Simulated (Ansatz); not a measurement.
Two isomers of C3H7BO: A = `CB(C)C=O`, B = `BCC(C)=O`.

Isolated molecules relaxed with PBE0-D4/def2-TZVP in Ansatz; ΔE leaves out vibrations. CBS: MP2 limit from def2 TZ/QZ plus the TZ coupled-cluster correction, frozen cores. DFT in def2-TZVPP. Each species was taken in one conformer, which may not be the lowest.

A:

Z-matrix (Å, degrees):
```
C
B 1 1.559
H 1 1.093 2 112.5
H 1 1.100 2 107.3 3 -115.5
H 1 1.092 2 114.2 3 126.0
C 2 1.559 1 124.2 3 -139.6
C 2 1.584 1 118.2 3 37.9
H 6 1.093 2 114.5 1 -146.6
H 6 1.092 2 114.1 1 -18.7
H 6 1.101 2 105.1 1 98.1
O 7 1.213 2 120.4 1 -86.1
H 7 1.121 2 120.8 1 95.1
```

B:

Z-matrix (Å, degrees):
```
C
C 1 1.504
B 1 1.557 2 115.3
H 1 1.107 2 109.6 3 112.7
H 1 1.092 2 110.4 3 -129.5
O 2 1.206 1 120.9 3 105.1
C 2 1.505 1 117.0 3 -74.4
H 3 1.195 1 119.8 2 -157.3
H 3 1.197 1 121.1 2 26.1
H 7 1.088 2 110.1 1 168.5
H 7 1.095 2 109.0 1 -71.9
H 7 1.092 2 111.2 1 46.0
```

Task: Which isomer does CCSD(T)/CBS put lower? Give the gap. (An estimate is asked.)

Result: Computed: A, by 7.4 kcal/mol.

Task: Give E(B) − E(A) in kcal/mol with MP2/def2-TZVPP, CCSD/def2-TZVPP, B2PLYP, ωB97M-V, LDA (SPW92), PBE-D4, PBE0-D4. (Best estimate.)

Result: Computed: MP2/def2-TZVPP 7.1, CCSD/def2-TZVPP 7.3, B2PLYP 7.9, ωB97M-V 7.6, LDA (SPW92) 7.0, PBE-D4 8.8, PBE0-D4 7.7. None reverses the order clearly.

Task: Does the order hold for the free energy at 298.15 K (harmonic terms from PBE0-D4)? (Estimate.)

Result: Ansatz gave: Yes: G(B) − G(A) = +8.4 kcal/mol, for one conformer each. Modes under 60 cm⁻¹, often nearly free rotors, make the harmonic entropy too high.

Largest T1 diagnostic: 0.014.

From PBE to PBE0 (25 % exact exchange), in def2-TZVPP and without D4, E(B) − E(A) moves by −1.1 kcal/mol. In def2-TZVPP, CCSD(T) changes the Hartree–Fock value by +2.4 kcal/mol (the triples alone add +0.1 kcal/mol) and MP2 by +2.1 kcal/mol.
